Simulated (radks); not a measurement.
Problem. Valence configurations of neutral zirconium (all share [Kr]). Method: scalar-relativistic Kohn-Sham, r2SCAN, spin-polarised, spherical densities, finite nucleus; open shells are filled with parallel spins first (spin-orbit coupling, left out, can overturn this in heavy ions); meta-GGA in the generalised Kohn-Sham scheme; Fermi nuclear charge, rms radius 4.2694 fm; computed with a radial shooting solver on a logarithmic mesh with Libxc functionals. Order these by energy: 4d3 5s1; 4d2.5 5p1.5; 4d3 5p1; 4d3.5 5s0.5; 4d3 5s0.5 5p0.5; 4d1 5s2 5p1; 5s2 5p2; 4d1.5 5s2 5p0.5; 4d2 5s1 5p1; 4d2 5s2.

Solution. From the lowest, in eV above it: 4d3 5s1 0.000; 4d2 5s2 0.467; 4d3.5 5s0.5 0.852; 4d3 5s0.5 5p0.5 1.580; 4d1.5 5s2 5p0.5 1.945; 4d2 5s1 5p1 2.102; 4d3 5p1 3.106; 4d1 5s2 5p1 3.729; 4d2.5 5p1.5 4.180; 5s2 5p2 8.315. NIST lists [Kr] 4d2 5s2 as the ground configuration; this level of theory puts 4d3 5s1 lower, by 0.467 eV. The energies are those of spherical high-spin densities, not of single terms.
